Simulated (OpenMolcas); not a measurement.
## V4+: moving the ligands

V4+ with 6 ligands (ammonia) in octahedral coordination (S6) at 2 Å. Ligand basis ANO-RCC-VDZP.

```json
{"Program": "OpenMolcas", "Method": "SS-CASPT2, IPEA 0.25 Eh, imaginary shift 0.1 Eh (closed shells correlated: 3s 3p and the ligand valence shells)", "Basis": "ANO-RCC-VDZP [5s4p2d1f]", "Scalar Hamiltonian": "DKH2, point nucleus", "Active space": "1 electron in 5 orbitals (3d)", "State averaging": "2S+1 = 2 even, 5 roots", "Spin-orbit coupling": "state interaction with AMFI integrals over the reference wave functions"}
```

Runs around this geometry, states. Energies in cm-1 above the lowest state or level, χT in cm3 K/mol.

```tsv
R (Å)	Ground state	First state of that spin	First gap with spin-orbit (degeneracies)	χT at 300 K
1.88	2S+1 = 2	190	93 (2, 2)	0.387
2	2S+1 = 2	240	110 (2, 2)	0.385
2.08	2S+1 = 2	260	120 (2, 2)	0.385
```

Roots that are degenerate in the reference are averaged as groups; the widest CASPT2 spread within a group is 50 cm-1 (the 2-fold group of multiplicity 2 near 0 cm-1 above the lowest state of its run, R = 2.08). Shifts and gaps below about the spread of the groups concerned are not significant. Over all roots computed the reference weight is 0.69 to 0.70 in R = 1.88, 0.69 in R = 2, 0.69 in R = 2.08; a low but even weight reflects the number of correlated electrons. An orbital doublet at a regular site is open to a Jahn-Teller distortion, which this geometry leaves out. Ligand-to-metal charge-transfer states are missing. With one d shell and no ligand orbital active, 10Dq can be off by a tenth or more. The least metal-like active orbital is 73 % on the metal (Löwdin) and no ligand orbital is active, so the numbers are rough (holds for R = 1.88). The least metal-like active orbital is 74 % on the metal (Löwdin) and no ligand orbital is active, so the numbers are rough (holds for R = 2; R = 2.08). No measured value stands beside these numbers; the geometry is a model, was not optimised and need not be the one that this ion takes.

A state without a sure symmetry label is named by its multiplicity alone.
